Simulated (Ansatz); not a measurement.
System: CH2BBr2O, net charge 0, doublet state. It need not be the lowest isomer of its formula. 
Structure (B3LYP-D3(BJ)/def2-TZVP (Ansatz, a program for electronic structure) minimum search):
SMILES: [CH2]OB(Br)Br
```xyz
7

C     -2.7059     0.5350     0.4242
O     -1.7444    -0.1868    -0.1970
B     -0.4083    -0.0865    -0.0839
Br     0.4332     1.2069     1.0757
Br     0.6631    -1.2886    -1.1280
H     -3.7149     0.2647     0.1667
H     -2.4214     1.3113     1.1162
```
Charge 0, spin multiplicity 2.

Parts of the frozen-core correlation energy in cc-pVQZ (Ansatz, hartree). Frozen orbitals: 31; correlated occupied orbitals by spin: 15 and 14; virtual: 315 and 316. UHF or UKS for open shells. Spin-orbit coupling is left out. Non-relativistic.

| term | value |
|---|---|
| reference (HF) | -5283.64202 |
| MP2 opposite-spin | -0.65000 |
| MP2 same-spin | -0.20921 |
| CCSD correlation | -0.89332 |
| (T) | -0.04068 |
| T1 diagnostic | 0.016 |
| largest doubles amplitude | 0.027 |
| <S^2> of the reference | 0.763 |
